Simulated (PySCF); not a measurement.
# Excitation energy of Mn by level of theory

Mn [Ar] 3d5 4s2 (6S) → Mn [Ar] 3d7 (4F), as a difference of total energies. All numbers are calculated (PySCF 2.14, scalar relativity by spin-free X2C-1e, in aug-cc-pwCVTZ-DK (10s9p7d4f3g, 127 functions)). Correlated levels: valence: [Ar] frozen; valence and next inner shell: [Ne] frozen; nothing frozen. The calculations carry no spin-orbit coupling.

| method | excitation energy (cm⁻¹) |
| --- | --- |
| UHF | 72093 |
| LDA | 36397 |
| PBE | 35301 |
| PBE0 | 43412 |
| r2SCAN | 41738 |
| M06-L | 44426 |
| wB97X-V | 41627 |
| wB97M-V | 43259 |
| MP2 (valence) | 49879 |
| SCS-MP2 (valence) | 47793 |
| MP2 (valence and next inner shell) | 44435 |
| SCS-MP2 (valence and next inner shell) | 44931 |
| MP2 (all electrons) | 44372 |
| SCS-MP2 (all electrons) | 44938 |

A first-order spin-orbit estimate (lowest level to lowest level, LS coupling) adds -0.060 eV.
